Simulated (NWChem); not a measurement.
Species: CH5AlO3; SMILES C[O][Al]([OH])[OH]

```xyz
10

Al     0.0049     0.5129     0.0000
O      1.0811     1.8451     0.0000
H      2.0402     1.7008     0.0000
O     -1.6880     0.7682     0.0000
H     -2.0533     1.6663     0.0000
O      0.6195    -1.0779     0.0000
C      0.0356    -2.3536     0.0000
H      0.3571    -2.9330    -0.8959
H      0.3571    -2.9330     0.8959
H     -1.0790    -2.3298     0.0000
```
Atoms are numbered in this order, from 1.

STO-3G and 3-21G are far too small for this property and stand as cheap habits. All runs use the structure optimised with PBE-D3(BJ)/def2-SVP.

Symmetry labels are those of Cs in the frame above (b1 and b2, or b-type labels, depend on it).

### Question
List the 4 lowest vertical singlet excitations from PBE/3-21G, TDA (NWChem).

### Answer
```
state  energy (eV)  oscillator strength  symmetry  leading excitation (squared amplitude)
-----  -----------  -------------------  --------  --------------------------------------
S1            4.85                0.001        a"                      HOMO → LUMO (1.00)
S2            5.31                0.011        a'                    HOMO−1 → LUMO (0.97)
S3            5.37                0.000        a"                    HOMO−2 → LUMO (1.00)
S4            6.30                0.006        a'                    HOMO−4 → LUMO (0.86)
```
